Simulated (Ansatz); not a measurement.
Ansatz (an electronic-structure program) input (B3LYP/LANL2DZ): The .json file is the Basis Set Exchange's LANL2DZ.

Ansatz 0.2 input:
```yaml
crystal:
  periodic: [false, false, false]
  atoms:
    - {symbol: Si, position_ang: [-1.07247900, 0.08671500, 0.21192300]}
    - {symbol: P, position_ang: [1.12328100, -0.06802800, -0.33237500]}
    - {symbol: H, position_ang: [-1.81711400, -0.89255900, -0.61340200]}
    - {symbol: H, position_ang: [-1.53175300, 1.45323300, -0.12913000]}
    - {symbol: H, position_ang: [-1.35648400, -0.17410100, 1.64265400]}
    - {symbol: H, position_ang: [1.31289000, -1.29737100, 0.35134200]}
    - {symbol: H, position_ang: [1.55796100, 0.71721500, 0.76723900]}
basis:
  gaussian:
    orbitals: LANL2DZ.json
hamiltonian:
  xc: {name: B3LYP}
relax: {f_tol: 0.003, max_steps: 120}
```

From the output:

```
355 factors; integrals over basis functions are off by at most 3.6e-4 eV
mean field: 0.07 GiB planned
mean field -363.41820078 eV, -13.3553725450 hartree, gradient 1.6e-5 eV, S^2 0.000000; 0 other end points of the search recorded, 0 dependent functions left out
the calculation of the forces begins
reference -363.41842641 eV, -13.3553808366 hartree; 7, 7 occupied and 19, 19 virtual orbitals, 355 factors
relax step   6: F+E_penalty+E_count = -363.41820078 eV  Δ(F+E_penalty+E_count) = -7.756e-5 eV  max|allowed force component| = 5.648e-3 eV/Å  Δτ_max = 0.0025 Å  (18 SCF iters, accepted)
these checks for a lower state are left out or cut short: starts, cluster_reference, orbital_swaps, neighbouring_geometries, increment
integrals: 0.01 GiB planned
355 factors; integrals over basis functions are off by at most 3.6e-4 eV
mean field: 0.07 GiB planned
mean field -363.41820197 eV, -13.3553725888 hartree, gradient 3.4e-5 eV, S^2 0.000000; 0 other end points of the search recorded, 0 dependent functions left out
the calculation of the forces begins
reference -363.41842760 eV, -13.3553808803 hartree; 7, 7 occupied and 19, 19 virtual orbitals, 355 factors
relax step   7: F+E_penalty+E_count = -363.41820197 eV  Δ(F+E_penalty+E_count) = -1.192e-6 eV  max|allowed force component| = 5.048e-4 eV/Å  Δτ_max = 0.0002 Å  (15 SCF iters, accepted)
integrals: 0.01 GiB planned
355 factors; integrals over basis functions are off by at most 3.6e-4 eV
mean field: 0.07 GiB planned
mean field evaluation 64: about -363.4182 eV, gradient 3.8e-2 eV
mean field -363.41820197 eV, -13.3553725888 hartree, gradient 3.4e-5 eV, S^2 0.000000; 1 other end points of the search recorded, 0 dependent functions left out
the calculation of the forces begins
reference -363.41842760 eV, -13.3553808803 hartree; 7, 7 occupied and 19, 19 virtual orbitals, 355 factors
Total energy: -363.41842760 eV, -13.3553808803 hartree
Atom 0 at    -1.121839     0.091627     0.217218 Å, force    -0.000064     0.000112    -0.000505 eV/Å
Atom 1 at     1.149674    -0.071185    -0.332636 Å, force    -0.000123     0.000017    -0.000008 eV/Å
Atom 2 at    -1.851898    -0.890176    -0.619018 Å, force     0.000093     0.000128     0.000117 eV/Å
Atom 3 at    -1.565845     1.461305    -0.133571 Å, force     0.000055    -0.000182     0.000053 eV/Å
Atom 4 at    -1.412842    -0.168657     1.649493 Å, force     0.000029    -0.000057     0.000260 eV/Å
Atom 5 at     1.384120    -1.329797     0.345562 Å, force     0.000007     0.000009     0.000045 eV/Å
Atom 6 at     1.634932     0.731987     0.771203 Å, force     0.000003    -0.000027     0.000038 eV/Å
Dipole moment:    -0.100927    -0.037524     0.241236 e Å
```

The geometry given is a B3LYP-D3(BJ)/def2-TZVP minimum.
